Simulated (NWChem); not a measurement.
# C₂H₂ClFSi; SMILES C#C[Si@H](F)Cl

```xyz
7

C      0.8220    -2.6410    -0.2319
C      0.3201    -1.5599     0.0100
Si    -0.4302     0.0448     0.4151
F     -1.7941     0.2085    -0.4328
Cl     0.8417     1.5511    -0.1352
H      1.2671    -3.5967    -0.4499
H     -0.7565     0.1653     1.8504
```
Atoms are numbered in this order, from 1.

All runs: NWChem. The geometry was optimised at PBE0/def2-SVP. Static field.

For level B3LYP/Sadlej pVTZ:

```
Property                          Value
--------------------------------  -----
isotropic polarisability (bohr³)   61.4
anisotropy (bohr³)                 29.0
```

**Question.** Estimate the same quantities for level PBE/Sadlej pVTZ.

**Answer.** 
| Property | Value |
|---|---|
| isotropic polarisability (bohr³) | 63.3 |
| anisotropy (bohr³) | 30.4 |
